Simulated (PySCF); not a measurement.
NMR problem set

Method: shielding tensors at PBE0/pcSseg-1 (GIAO), J: B3LYP/pcJ-1 (spin–dipole term left out of most H,H and C,H couplings), coordinates at the GFN2-xTB level, in PySCF (relativity neglected, no solvent model, equivalent nuclei averaged, one computed conformer).

δ = σ(ref) − σ, references computed at the same level: TMS for ¹H, ¹³C. Multiplet labels drop J under 1 Hz and among equivalent protons, and merge close values. Unscaled 3J(H,H) run several per cent high. Where no couplings were computed, multiplicities follow the n + 1 count of equivalent neighbours, and m marks all less simple cases (inequivalent or close neighbours, rings, F or P nearby). Vicinal couplings that depend on rotamer populations or ring flexing (ring, CH–CH, X–H and H–F types) are those of the one conformer. One-bond C–F couplings are unscaled and too large by tens of Hz. Shifts are as computed. Against solution values, carbons near 30 ppm lie about +3 ppm off and those near 130 ppm about +5 ppm. Of 1211 compounds with measured shifts, 218 miss one by over three times the rms of a fit or turn the order of signals round; such compounds aren't used in these exercises. OH and NH positions are gas-phase values without hydrogen bonding to other molecules.

Problem. C₈H₁₀O₂. ¹H NMR (600 MHz, computed): δ 7.56 (m, 1H), 7.48 (d, 1H), 7.23 (m, 1H), 6.87 (d, 1H), 4.91 (s, 2H), 4.05 (s, 3H), 2.51 (br s, 1H). ¹³C{¹H} NMR (computed): δ 165.1 (C), 137.8 (C), 134.4 (CH), 133.5 (CH), 126.2 (CH), 112.9 (CH), 69.4 (CH2), 55.7 (CH3). Give a structure.

Solution. 2-methoxybenzyl alcohol (SMILES COc1ccccc1CO). The formula gives 4 degrees of unsaturation (1 ring in the answer). 8 carbon signals for 8 carbons: no two carbons are equivalent. Carbon types of the structure: 2 × C, 4 × CH, 1 × CH2, 1 × CH3, leaving 1 H on heteroatoms. δC 165.1: aromatic carbon bearing oxygen; σ withdrawal by the attached heteroatom moves it downfield of the ring CH carbons. δC 137.8: substituted aromatic carbon. δC 134.4, 133.5, 126.2, 112.9: aromatic CH. δC 69.4: sp3 CH2 bonded to O, on an aromatic ring; pulled downfield by the heteroatom.

The data come from this structure; uniqueness wasn't tested.

Problem. C₅H₆F₂O. ¹H NMR (400 MHz, computed): δ 6.29 (dq, J = 7.2, 2.4 Hz, 1H), 6.11 (m, 1H), 6.06 (dd, J = 64.6, 60.2 Hz, 1H), 5.12 (m, 1H), 5.06 (m, 1H), 5.05 (m, 1H). ¹³C{¹H} NMR (computed): δ 139.1 (CH), 131.0 (CH, d, J = 4.8 Hz), 122.7 (CH, dd, J = 309.3, 304.1 Hz), 92.7 (CH, dd, J = 27.0, 23.2 Hz), 82.0 (CH2). What is it?

Solution. `FC(F)[C@H]1C=CCO1`. Rings plus π bonds: 2 (1 ring in the answer). 5 carbon signals for 5 carbons: no two carbons are equivalent. Carbon types of the structure: 4 × CH, 1 × CH2, which accounts for all hydrogens. δC 139.1, 131.0: alkene CH; the olefinic region. δC 122.7: sp3 CH bonded to 2 F; 2 electronegative neighbours deshield it. δC 92.7: allylic sp3 CH bonded to O; pulled downfield by the heteroatom. δC 82.0: allylic sp3 CH2 bonded to O; the inductive effect lowers its shielding.

The data come from this structure; uniqueness wasn't tested.

Problem. C₃H₁₀OSi₂. ¹H NMR (300 MHz, computed): δ 4.84 (s, 3H), 4.53 (m, 1H), 4.40 (m, 1H), 4.33 (m, 1H), 1.95 (m, 2H), 1.77 (m, 2H). ¹³C{¹H} NMR (computed): δ 71.0 (CH), 23.4 (CH2). What is it?

Solution. SMILES C1C(O[SiH3])C[SiH2]1. The formula gives 1 degree of unsaturation (1 ring in the answer). 2 carbon signals for 3 carbons: some carbons are equivalent by symmetry or fast rotation. Carbon types of the structure: 1 × CH, 2 × CH2, leaving 5 H on heteroatoms. δC 71.0: sp3 CH bonded to O; pulled downfield by the heteroatom. δC 23.4: sp3 CH2 bonded to Si. δH 4.40: hydrogen on an sp3 CH bonded to O; its carbon carries O, which withdraws density. δH 1.95, 1.77: hydrogen on an sp3 CH2 bonded to Si.

The data come from this structure; uniqueness wasn't tested.
